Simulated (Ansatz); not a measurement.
## Redistribution: SiH(CH3)3 + Si(CH3)2(SiH3)Cl → SiH(CH3)2(SiH3) + Si(CH3)3Cl

Gas-phase species: SiH(CH3)3 (trimethylsilane), singlet; Si(CH3)2(SiH3)Cl, singlet; SiH(CH3)2(SiH3), singlet; Si(CH3)3Cl (chlorotrimethylsilane), singlet. The partners trade CH3 for SiH3; both sit on Si, so the bond types are kept.

Shapes, held fixed at every level: PBE0-D4/def2-TZVP. Programs: Ansatz 0.2.0. Electronic energies: no zero-point or thermal term.

```
               level                   kind  ΔE (kJ/mol)  less CCSD(T)/CBS estimate
       HF/def2-TZVPP           Hartree–Fock         -8.1                       -0.2
   PBE-D4/def2-TZVPP                    GGA         -7.7                       +0.2
 B3LYP-D4/def2-TZVPP          global hybrid         -7.2                       +0.7
  PBE0-D4/def2-TZVPP          global hybrid         -8.3                       -0.4
   B2PLYP/def2-TZVPP          double hybrid         -7.8                       +0.1
      MP2/def2-TZVPP    perturbation theory         -8.2                       -0.3
CCSD(T)/CBS estimate  coupled cluster or CI         -7.9                        0.0
```

The highest level, CCSD(T)/CBS estimate, gives ΔE = -7.9 kJ/mol; the levels span -8.3 to -7.2. The column of differences is taken from that level and isn't an error. No measured value is set beside it here. The CBS estimate extrapolates MP2 from def2-TZVPP and def2-QZVPP and adds CCSD(T) − MP2 in the triple-zeta set, cores frozen.
